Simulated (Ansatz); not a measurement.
A structure relaxed at PBE0-D4/def2-TZVP in Ansatz, charge 0, singlet:

| atom | x (Å) | y (Å) | z (Å) |
| --- | --- | --- | --- |
| Cd1 | 0.0000 | 0.0000 | 0.0000 |
| F2 | -0.4501 | 1.3246 | -1.3172 |
| F3 | 0.4501 | -1.3246 | 1.3172 |

Give its formula, name or SMILES and point group.

CdF2. Point group D∞h (tolerance 0.1 Å).

Summarise the bond lengths by kind (pairs closer than 1.2 times the sum of covalent radii, bridged metal pairs left out).

2 × Cd–F 1.92 Å. The metal has 2 neighbours: F 1.92 Å, F 1.92 Å.

In the def2 sets Cd takes a core potential; there is no spin–orbit coupling.
